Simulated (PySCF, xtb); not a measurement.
C6H3Cl, SMILES C#C/C=C(/Cl)C#C.

GFN2-xTB (xtb) at its own geometry gives an orbital gap of 3.15 eV and a dipole moment of 1.14 D.

Coordinates come from a PBE0-D3(BJ)/def2-SVP optimisation. The structure was generated by enumeration; whether it is a known compound was not checked.

Problem. What does PySCF with PBE/def2-TZVP give? (Estimate from the structure and the level; the computed values follow.)

Solution. gap 3.09 eV (levels -5.92 and -2.83 eV), dipole 1.17 D.
